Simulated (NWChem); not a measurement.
# CH₆AlN; SMILES [CH3][AlH][NH2]

```xyz
9

Al    -0.5033     0.0633     0.0000
H     -2.0866     0.2267     0.0000
C      0.3956    -1.6734     0.0000
H      0.1045    -2.2679     0.8828
H      1.4943    -1.5929     0.0000
H      0.1045    -2.2679    -0.8828
N      0.4381     1.5692     0.0000
H      1.4501     1.6357     0.0000
H      0.0356     2.5001     0.0000
```
Atoms are numbered in this order, from 1.

Program: NWChem. Geometry: optimised at PBE0/def2-SVP.

Task: Taking TPSS/aug-cc-pVTZ as the yardstick, which of these has the fewest basis functions while keeping “dipole (D)” within 0.05 D of it: TPSS/cc-pVTZ; TPSS/cc-pVDZ; TPSS/aug-cc-pVDZ?

Result: TPSS/aug-cc-pVDZ (a larger set in the list lies outside the tolerance).
```csv
level,basis functions,dipole (D),relative time (rough)
TPSS/cc-pVDZ,76,1.37,1
TPSS/aug-cc-pVDZ,127,1.07,2
TPSS/cc-pVTZ,178,1.20,2
TPSS/aug-cc-pVTZ,280,1.04,10
```

The yardstick is one finite set, not the basis-set limit.
